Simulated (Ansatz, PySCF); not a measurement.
CH3FSZn, SMILES C[S][Zn][F]. Atoms are numbered in the order given.

```xyz
7

Zn     0.0801    -0.7028     0.0000
F     -0.3853    -2.3892     0.0000
S      0.6774     1.3854     0.0000
C     -0.9783     2.2033     0.0000
H     -1.5603     1.9580    -0.8992
H     -0.7823     3.2849     0.0000
H     -1.5603     1.9580     0.8992
```

Geometry optimised at B3LYP-D3(BJ)/def2-SVP. The structure was generated by enumeration; whether it is a known compound was not checked. Other conformers were not sampled.

Vertical ionisation energy (IE) and electron affinity (EA) in eV. Rows of orbital energies are one-electron estimates. Where ΔSCF, EOM or ADC give a negative EA the extra electron is unbound and the value depends on the basis.

```csv
level,IE,EA
"−ε(HOMO), −ε(LUMO), r2SCAN/def2-TZVP (PySCF)",6.19,1.94
"−ε(HOMO), −ε(LUMO), PBE/def2-TZVP (PySCF)",5.95,2.22
"ΔSCF, PBE0/def2-SVPD (Ansatz), final states of multiplicity 2 and 2",(withheld),(withheld)
"ΔSCF, PBE/def2-SVPD (Ansatz), final states of multiplicity 2 and 2",9.32,-0.02
```

Question: Some entries are withheld; supply them. (An estimate is asked for; the answer gives what the named calculation found.)

Answer: 
- ΔSCF, PBE0/def2-SVPD (Ansatz, an electronic-structure program), final states of multiplicity 2 and 2, IE: 9.42
- ΔSCF, PBE0/def2-SVPD (Ansatz), final states of multiplicity 2 and 2, EA: -0.14

Question: What vertical singlet–triplet gap does ΔSCF give with PBE0/def2-SVPD (Ansatz) and with PBE/def2-SVPD (Ansatz)? (The exact figures need the calculation; the answer reports its results.)

Answer: 4.28 and 4.05 eV (triplet above singlet where positive).
